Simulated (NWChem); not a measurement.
System: GaN$_{2}$H$_{5}$O; SMILES [NH2][Ga]([NH2])[OH]

Input file for NWChem:

```
start job
memory heap 200 mb stack 900 mb global 1100 mb
geometry units angstroms noautosym nocenter noautoz
  Ga     0.020776    -0.016544    -0.032936
  O      1.796745    -0.355703     0.020236
  H      2.317128     0.449554     0.188969
  N     -1.046277    -1.502252     0.078499
  H     -0.604093    -2.399577    -0.137337
  H     -1.986484    -1.474571    -0.322738
  N     -0.617483     1.706520     0.089951
  H     -1.600999     1.867510    -0.144652
  H     -0.050570     2.457883    -0.312094
end
basis spherical
  * library def2-tzvp
end
dft
  xc pbe0
  iterations 150
  semidirect filesize 400000000
end
property
  efieldgrad
end
task dft property
```

Coordinates come from a PBE-D3(BJ)/def2-SVP optimisation.

Vzz is the largest principal value of the second derivative of the potential at the nucleus (NWChem prints the opposite sign); η is the asymmetry. Non-relativistic.

Atoms are numbered as in the input.

Question: What results follow from this input? (PBE0/def2-TZVP.) Quantities: Vzz Ga1 (a.u.); η Ga1; Vzz O2 (a.u.); η O2; Vzz N7 (a.u.); η N7.

Answer: 
```
Quantity        Result
--------------  ------
Vzz Ga1 (a.u.)   2.308
η Ga1             0.30
Vzz O2 (a.u.)    1.320
η O2              0.72
Vzz N7 (a.u.)   -0.798
η N7              0.33
```
